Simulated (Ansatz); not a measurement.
Conformers of C7H16O (`CCCC(O)CCC`), each relaxed with PBE0-D4/def2-TZVP in Ansatz. CBS adds the triple-zeta coupled-cluster correction to the MP2 limit.

Not all of them had a frequency check.

Conformer A:

```xyz
24

C     2.805    0.156    1.455
C     1.344    0.552    1.602
C     0.348   -0.328    0.857
C     0.374   -0.230   -0.664
O     1.554   -0.813   -1.203
C    -0.876   -0.826   -1.317
C    -2.010    0.159   -1.582
C    -2.629    0.807   -0.354
H     3.137    0.220    0.419
H     3.444    0.801    2.064
H     2.965   -0.874    1.790
H     1.079    0.542    2.664
H     1.211    1.589    1.271
H     0.499   -1.382    1.131
H    -0.661   -0.080    1.198
H     0.446    0.826   -0.952
H     1.599   -1.723   -0.896
H    -1.244   -1.665   -0.711
H    -0.560   -1.244   -2.277
H    -1.641    0.942   -2.254
H    -2.794   -0.366   -2.137
H    -3.485    1.426   -0.633
H    -2.984    0.056    0.358
H    -1.921    1.454    0.170
```

Conformer B:

Z-matrix (Å, degrees):
```
C
C 1 1.520
H 1 1.094 2 111.3
H 1 1.092 2 110.8 3 119.7
H 1 1.092 2 112.0 3 -120.7
C 2 1.525 1 115.8 3 54.9
H 2 1.095 1 108.9 3 -67.1
H 2 1.096 1 109.2 3 177.7
C 6 1.530 2 115.4 1 63.1
H 6 1.098 2 109.8 1 -61.5
H 6 1.094 2 108.0 1 -177.6
O 9 1.422 6 111.4 2 142.0
C 9 1.523 6 112.9 2 -93.3
H 9 1.096 6 108.3 2 28.5
H 12 0.962 9 107.8 6 66.2
C 13 1.522 9 114.5 6 174.0
H 13 1.094 9 109.4 6 50.2
H 13 1.099 9 107.3 6 -64.0
C 16 1.520 13 113.6 9 -68.9
H 16 1.094 13 109.0 9 53.7
H 16 1.095 13 108.7 9 169.4
H 19 1.094 16 111.2 13 -57.5
H 19 1.092 16 111.8 13 62.8
H 19 1.092 16 111.2 13 -177.4
```

Conformer C:

```xyz
24

C     0.783   -2.505   -2.373
C     0.478   -1.198   -1.662
C     1.143   -1.115   -0.296
C     0.946    0.199    0.451
O     1.579    1.281   -0.218
C    -0.511    0.512    0.757
C    -0.689    1.694    1.695
C    -2.148    2.037    1.941
H     0.432   -3.360   -1.789
H     1.859   -2.629   -2.523
H     0.302   -2.552   -3.353
H     0.818   -0.366   -2.291
H    -0.606   -1.085   -1.559
H     2.221   -1.274   -0.413
H     0.774   -1.933    0.335
H     1.486    0.124    1.402
H     1.111    1.431   -1.045
H    -0.983   -0.378    1.189
H    -1.043    0.711   -0.184
H    -0.196    1.470    2.648
H    -0.164    2.559    1.279
H    -2.251    2.885    2.622
H    -2.655    2.299    1.008
H    -2.686    1.192    2.380
```

Task: Which is lowest in electronic energy at CCSD(T)/CBS (frozen core, def2 sets), and by how much? (Best estimate.)

Result: Computed: C; A lies 14.7 kJ/mol higher, B lies 9.6 kJ/mol higher.

Task: Give the energies relative to C (kJ/mol) with PBE-D4/def2-TZVPP, r2SCAN-D4/def2-TZVPP, ωB97M-V/def2-TZVPP, r2SCAN/def2-TZVPP, PBE0/def2-TZVPP, SCS-MP2/def2-QZVPP, MP2/CBS(def2). (An estimate is asked.)

Result: Computed: 
```csv
level,A,B
PBE-D4/def2-TZVPP,12.4,8.3
r2SCAN-D4/def2-TZVPP,14.5,10.0
ωB97M-V/def2-TZVPP,13.0,8.6
r2SCAN/def2-TZVPP,15.4,11.0
PBE0/def2-TZVPP,15.8,11.5
SCS-MP2/def2-QZVPP,15.4,10.2
MP2/CBS(def2),15.0,9.4
```
